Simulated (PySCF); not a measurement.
`C(C#N)=C=C=C[SiH3]`, C5H5NSi

Cartesian coordinates in Å; atom numbers follow the order of the lines, from 1:
```xyz
12

N     3.082    2.520    1.401
C     2.768    1.545    0.855
C     2.422    0.339    0.180
C     1.167   -0.071    0.031
C    -0.025   -0.483   -0.122
C    -1.280   -0.873   -0.252
Si   -2.727    0.126    0.418
H     3.254   -0.253   -0.222
H    -1.474   -1.818   -0.779
H    -2.201    1.287    1.188
H    -3.568    0.594   -0.725
H    -3.561   -0.753    1.293
```

Level of theory: quadratic response CAM-B3LYP/def2-TZVPD first hyperpolarisability, Taylor convention, gas phase (PySCF). Geometry: PBE0-D3(BJ)/def2-SVP.

Question: Give the tensor of the second harmonic β(−2ω;ω,ω) at 1064 nm in the axes of these coordinates.

Answer: In au, Taylor convention; rows are the first index (the induced dipole):
|  | xx | yy | zz | xy | xz | yz |
| --- | --- | --- | --- | --- | --- | --- |
| x | +202.1 | +82.3 | +58.4 | +73.8 | +25.2 | +12.3 |
| y | +77.5 | +55.4 | +15.5 | +78.7 | +12.6 | +3.1 |
| z | +28.1 | +3.4 | +22.7 | +13.2 | +53.3 | +14.5 |

Norm of βᵢ = ⅓ Σⱼ (βᵢⱼⱼ + βⱼᵢⱼ + βⱼⱼᵢ): 370.7 au, hyper-Rayleigh value 139.7 au.
